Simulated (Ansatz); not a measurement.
`F[SiH2]N[Si](F)(Cl)Cl` → `F[Si](F)(Cl)N[SiH2]Cl`  (isomerisation)

Computed with Ansatz on PBE0-D4/def2-TZVP structures; ΔE is electronic, products minus reactants. CBS: MP2 limit from def2 TZ/QZ plus the TZ coupled-cluster correction, frozen cores. This one scheme is used for every species. Functionals use def2-TZVPP. B3LYP here is the variant with VWN-RPA as its local correlation; programs differ in this. HSE06 is defined as in plane-wave codes. One conformer a species, not always the lowest.

```csv
level,ΔE (kJ/mol),difference from CCSD(T)/CBS
LDA (SPW92),-8.9,0.5
PBE-D4,-8.0,1.4
revPBE-D4,-7.9,1.5
BLYP-D4,-7.3,2.1
B97M-V,-9.7,-0.3
B3LYP-D4,-8.8,0.6
r2SCANh-D4,-10.6,-1.2
r2SCAN0-D4,-11.2,-1.8
HSE06-D4,-9.8,-0.4
BHLYP-D4,-10.2,-0.8
CAM-B3LYP-D4,-9.2,0.2
ωB97X-V,-8.8,0.6
ωB97M-V,-8.7,0.7
B2PLYP,-9.1,0.3
PBE-QIDH,-10.0,-0.6
revPBE,-8.6,0.8
BLYP,-8.3,1.1
r2SCAN,-10.1,-0.7
PBE0,-10.1,-0.7
B3LYP,-9.6,-0.2
r2SCANh,-10.6,-1.2
r2SCAN0,-11.2,-1.8
HSE06,-10.2,-0.8
CAM-B3LYP,-9.5,-0.1
LC-ωPBE,-9.3,0.1
HF/def2-SVP,-10.9,-1.5
MP2/def2-SVP,-7.1,2.3
CCSD/def2-SVP,-8.6,0.8
CCSD(T)/def2-SVP,-8.1,1.3
HF/def2-TZVPP,-13.5,-4.1
MP2/def2-TZVPP,-8.1,1.3
SCS-MP2/def2-TZVPP,-8.6,0.8
CCSD/def2-TZVPP,-11.0,-1.6
CCSD(T)/def2-TZVPP,-10.2,-0.8
HF/def2-QZVPP,-13.8,-4.4
MP2/def2-QZVPP,-7.8,1.6
SCS-MP2/def2-QZVPP,-8.4,1.0
HF/CBS(def2),-13.8,-4.4
MP2/CBS(def2),-7.3,2.1
CCSD/CBS(def2),-10.2,-0.8
CCSD(T)/CBS,-9.4,0
```

Largest T1 diagnostic among the species: 0.011.

Leaving LDA and LC-ωPBE aside and taking each functional with its dispersion term where it has one, the values spread over 3.9 kJ/mol, from r2SCAN0-D4 to BLYP-D4. In def2-TZVPP, CCSD(T) changes the Hartree–Fock value by +3.4 kJ/mol (the triples alone add +0.8 kJ/mol) and MP2 by +5.4 kJ/mol.
